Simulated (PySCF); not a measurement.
**C₆ coefficients of unlike pairs at PBE**

Calculated with PySCF 2.14 from the dipole response of each species, C₆(A,B) = (3/π) ∫ α_A(iu) α_B(iu) du, in atomic units, from isotropic polarisabilities. For ions this is the dispersion term alone; charge-induced terms of lower order in 1/R come first.

| species | configuration | basis | relativity | α (bohr³) | C₆ (like pair) |
| --- | --- | --- | --- | --- | --- |
| Pd(2+) | [Kr] 4d8 (3F) | aug-cc-pVTZ-DK (9s8p6d3f2g) | spin-free X2C | 6.900 | 36.61 |
| Ru | [Kr] 4d7 5s1 (5F) | aug-cc-pwCVDZ-PP with ECP28MDF (6s6p5d3f) | core potential | 56.12 | 492.0 |
| Sb+ | [Kr] 4d10 5s2 5p2 (3P) | aug-cc-pwCVTZ-DK3 with one added diffuse shell each of s, p, d, f type (11s10p8d5f1g) | spin-free X2C | 25.44 | 210.6 |
| B | [He] 2s2 2p1 (2P) | aug-cc-pVDZ-DK (4s3p2d) | spin-free X2C | 22.51 | 110.6 |

Estimate C₆ for Sb+ with Ru.

The integral gives 310.5. The combination rule 2 C_A C_B / (C_A α_B/α_A + C_B α_A/α_B) gives 301.4 and the geometric mean 321.9.

No spin-orbit coupling is included.

The other pairs:

```
       pair     C₆
     B, Sb+  149.0
Sb+, Pd(2+)  81.62
      B, Ru  230.3
 Ru, Pd(2+)  112.3
  B, Pd(2+)  52.95
```
